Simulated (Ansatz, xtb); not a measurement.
## Relative energy of two isomers of C4H8GeOSi

We compare X, `[SiH3]c1coc[c]1[GeH3]`, a singlet, with Y, `[SiH3]c1cc[c]([GeH3])o1`, a singlet. Both are isolated molecules in the gas phase, relaxed with PBE-D3(BJ)/def2-SVP.

Quicker runs give these differences E(Y) − E(X): GFN2-xTB −2.49 kcal/mol; HF/STO-3G −2.54 kcal/mol (at GFN2-xTB geometries); r2SCAN-D4/def2-SVP +1.39 kcal/mol (at GFN2-xTB geometries).

Task: Which of the two would you expect CCSD(T)/def2-SVP + ΔMP2/def2-TZVPP electronic energies to favour?

Result: Structure X; the calculation gives E(Y) − E(X) = +1.77 kcal/mol.

Level by level:

| level | geometry | E(Y) − E(X) (kcal/mol) | departure from the last row (kcal/mol) | job, with rough time for the two |
| --- | --- | --- | --- | --- |
| GFN2-xTB | GFN2-xTB | −2.49 | −4.26 | optimisation, 0.27 s |
| HF/STO-3G | GFN2-xTB | −2.54 | −4.31 | single point, 0.66 s |
| r2SCAN-D4/def2-SVP | GFN2-xTB | +1.39 | −0.38 | single point, 3.7 s |
| PBE-D3(BJ)/def2-SVP | PBE-D3(BJ)/def2-SVP | +1.18 | −0.60 | optimisation, 34 s |
| HF/def2-SVP | PBE-D3(BJ)/def2-SVP | +1.37 | −0.40 | part of the CCSD(T) run |
| MP2/def2-SVP | PBE-D3(BJ)/def2-SVP | +1.91 | +0.14 | part of the CCSD(T) run |
| CCSD(T)/def2-SVP | PBE-D3(BJ)/def2-SVP | +1.92 | +0.15 | single point |
| CCSD(T)/def2-SVP + ΔMP2/def2-TZVPP | PBE-D3(BJ)/def2-SVP | +1.77 |  | single point, 83 s |

As drawn, both hold the same kinds of bond in the same numbers.

GFN2-xTB, HF/STO-3G put the two in the other order. The largest departure from CCSD(T)/def2-SVP + ΔMP2/def2-TZVPP is that of HF/STO-3G, 4.31 kcal/mol. The last row adds to CCSD(T) the change of the MP2 difference between the two basis sets, here −0.15 kcal/mol.

With thermal terms from frequencies at re-optimised GFN2-xTB minima (ideal gas, soft modes damped towards free rotors, one conformer each, 298.15 K, 1 atm): the zero-point term adds +0.01 kcal/mol; ΔH is +1.92 and ΔG +1.45 kcal/mol.

The correlated steps freeze 19 core orbitals; the filled d shell of Ge is correlated, in a basis made for valence electrons. Codes used: Ansatz 0.2.0, xtb 6.7.1; the last row on 2 threads of Intel(R) Xeon(R) 6975P-C (Granite Rapids) on a shared host.
